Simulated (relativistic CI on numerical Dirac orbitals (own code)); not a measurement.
**How the errors of a small relativistic CI change along the 52-electron sequence**

Levels calculated with a relativistic CI code on KLI orbitals, against measured ones, in five cumulative steps: (1) Dirac-Coulomb, each configuration alone; (2) with Breit and QED terms; (3) with configuration mixing; (4) with scaled Slater integrals; (5) with a P86 correlation estimate. Each ion has its own short list of configurations; levels above 2,000 cm⁻¹ that pair in every step are counted, and ions without enough such levels are left out. The scale is 0.85 up to charge 4 and 0.9 beyond; P86 is a density functional added for each configuration.

Median relative error (%):

```tsv
Ion	Ground	Levels	(1)	(2)	(3)	(4)	(5)
Te	5s2 5p4	18	13.6	13.7	11.4	9.2	1.4
I+	5s2 5p4	20	7.2	7.3	1.4	1.6	4.2
Xe2+	5s2 5p4	30	3.4	3.6	3.1	2.7	5.3
Cs3+	5s2 5p4	29	3.2	3.3	2.0	1.3	3.4
Ba4+	5s2 5p4	21	1.5	1.8	3.9	3.2	4.5
```

Mean absolute error (cm⁻¹):

| Ion | (1) | (2) | (3) | (4) | (5) |
| --- | --- | --- | --- | --- | --- |
| Te | 6115 | 6141 | 5520 | 4492 | 675 |
| I+ | 5030 | 5093 | 1343 | 1056 | 3346 |
| Xe2+ | 4137 | 4237 | 3682 | 2777 | 6148 |
| Cs3+ | 5331 | 5471 | 3318 | 2458 | 6443 |
| Ba4+ | 4569 | 4521 | 7297 | 5318 | 7675 |

In step (3), fully ab initio, the relative error is 11.4 % for Te and 3.9 % for Ba4+, while the absolute error goes from 5520 to 7297 cm⁻¹. The relative error falls from the first to the last ion but not steadily. The sets of levels differ from ion to ion, which blurs the trend. Mixing (step 3) lowers the mean absolute error for 4 of the 5 ions and scaling (step 4) for 5. The P86 step changes the mean absolute error by a factor of 0.2 for the first ion and 1.4 for the last.

Sources of the measured levels: Te, NIST Handbook of Basic Atomic Spectroscopic Data (Sansonetti and Martin, J. Phys. Chem. Ref. Data 34, 1559 (2005)); I+, NIST Handbook of Basic Atomic Spectroscopic Data (Sansonetti and Martin, J. Phys. Chem. Ref. Data 34, 1559 (2005)); Xe2+, Saloman, J. Phys. Chem. Ref. Data 33, 765 (2004); Cs3+, measured levels as listed in Gamrath, thesis, University of Mons (2023); Ba4+, Sansonetti and Curry, J. Phys. Chem. Ref. Data 39, 043103 (2010).
